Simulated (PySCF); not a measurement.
# Orbital levels and atomic charges: Si18H30

System: Si18H30 (flake silicane).

Cartesian coordinates (Å):
```
  1 Si    5.895    1.111   -0.340
  2 Si    3.967    2.215    0.346
  3 Si    1.979    1.149   -0.273
  4 Si    1.978   -1.148    0.272
  5 Si    3.967   -2.215   -0.346
  6 Si    5.895   -1.111    0.341
  7 Si   -0.065    4.543   -0.347
  8 Si   -1.984    5.661    0.340
  9 Si   -3.909    4.551   -0.341
 10 Si   -3.902    2.329    0.345
 11 Si   -1.984    1.139   -0.274
 12 Si    0.005    2.288    0.271
 13 Si    0.005   -2.289   -0.272
 14 Si   -1.984   -1.140    0.272
 15 Si   -3.903   -2.329   -0.345
 16 Si   -3.910   -4.550    0.341
 17 Si   -1.985   -5.661   -0.341
 18 Si   -0.066   -4.544    0.347
 19 H     5.920    1.143   -1.813
 20 H     7.138    1.807    0.028
 21 H     3.960    2.309    1.817
 22 H     3.960    3.624   -0.078
 23 H     1.990    1.144   -1.761
 24 H     1.990   -1.143    1.761
 25 H     3.959   -2.309   -1.817
 26 H     3.961   -3.624    0.078
 27 H     5.918   -1.144    1.814
 28 H     7.137   -1.807   -0.026
 29 H     0.020    4.585   -1.818
 30 H     1.159    5.242    0.076
 31 H    -1.969    5.698    1.814
 32 H    -2.003    7.085   -0.027
 33 H    -3.950    4.556   -1.814
 34 H    -5.134    5.279    0.028
 35 H    -3.979    2.274    1.816
 36 H    -5.118    1.618   -0.079
 37 H    -1.986    1.151   -1.763
 38 H    -0.005    2.296    1.760
 39 H    -0.004   -2.296   -1.761
 40 H    -1.985   -1.151    1.761
 41 H    -3.981   -2.276   -1.816
 42 H    -5.119   -1.619    0.079
 43 H    -3.948   -4.555    1.815
 44 H    -5.134   -5.279   -0.024
 45 H    -1.969   -5.696   -1.814
 46 H    -2.004   -7.085    0.026
 47 H     0.019   -4.584    1.817
 48 H     1.158   -5.242   -0.076
```

Method: PBE0/6-31G*, gas phase, PySCF, fitting set def2-universal-JFIT up to Ne and JKFIT beyond, grid level 1.

Question: Give the orbital energies near the gap.

Answer: 
```csv
orbital,eV
HOMO-4,-7.91
HOMO-3,-7.91
HOMO-2,-7.69
HOMO-1,-7.24
HOMO,-7.24
LUMO,-1.46
LUMO+1,-1.46
LUMO+2,-1.39
LUMO+3,-1.19
```

Question: Give the partial charges of the non-hydrogen atoms.

Answer: 
```tsv
atom	Mulliken	IAO	Hirshfeld
Si1	0.06	0.16	0.13
Si2	0.08	0.17	0.13
Si3	-0.02	0.06	0.07
Si4	-0.02	0.06	0.07
Si5	0.08	0.17	0.13
Si6	0.06	0.16	0.13
Si7	0.08	0.17	0.13
Si8	0.06	0.16	0.13
Si9	0.06	0.16	0.13
Si10	0.08	0.17	0.13
Si11	-0.02	0.06	0.07
Si12	-0.02	0.06	0.07
Si13	-0.02	0.06	0.07
Si14	-0.02	0.06	0.07
Si15	0.08	0.17	0.13
Si16	0.06	0.16	0.13
Si17	0.06	0.16	0.13
Si18	0.08	0.17	0.13
```
